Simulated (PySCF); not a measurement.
InCl2(CH2SiH3), CH5Cl2InSi.
Cartesian coordinates in Å at the PBE0-D3(BJ)/def2-SVP level; atoms count from 1:
```
atom  x, y, z in Å
In1    0.9550    1.4068   -0.6138
Cl2    3.2916    1.4312   -0.4223
Cl3    0.0708    3.5746   -0.6320
C4    -0.2158   -0.3761   -0.7484
Si5   -0.7458   -1.0614    0.9237
H6    -1.0965   -0.1364   -1.3650
H7     0.4036   -1.1098   -1.2883
H8     0.4589   -1.3437    1.7617
H9    -1.5965   -0.0605    1.6364
H10   -1.5252   -2.3247    0.7481
```

Computed with PBE0-D3(BJ)/def2-SVP geometry optimisation, gas phase, def2 core potentials past Kr (PySCF 2.14.0).

Which atoms are bound to In1, and at what distances?

3 atoms: C4 2.137 Å, Cl3 2.341 Å, Cl2 2.345 Å. The nearest atom not counted as bound is H7, at 2.66 Å.

List the angles at In1.

```json
{"angle": "Cl3–In1–C4", "degrees": "124.4", "distance of the outer atoms (Å)": "3.96"}
{"angle": "Cl2–In1–C4", "degrees": "124.0", "distance of the outer atoms (Å)": "3.96"}
{"angle": "Cl2–In1–Cl3", "degrees": "111.6", "distance of the outer atoms (Å)": "3.87"}
```

What is the shape at In1?

Planar: angles 124.4°, 124.0° and 111.6°, sum 360.0°, 0.00 Å off the plane of its three neighbours.

What are the other bond lengths?

C4–Si5 1.883 Å; C4–H6, C4–H7 1.102 Å; Si5–H8, Si5–H9, Si5–H10 1.495 Å.

Give some angles away from the centre.

In1–C4–Si5 113.7°.

What are the rotational constants (commonest isotopes, rigid rotor)?

A = 1685, B = 941.6, C = 655.6 MHz: an asymmetric top.

Charge 0, singlet. No frequency check.

One conformer stands for the species.
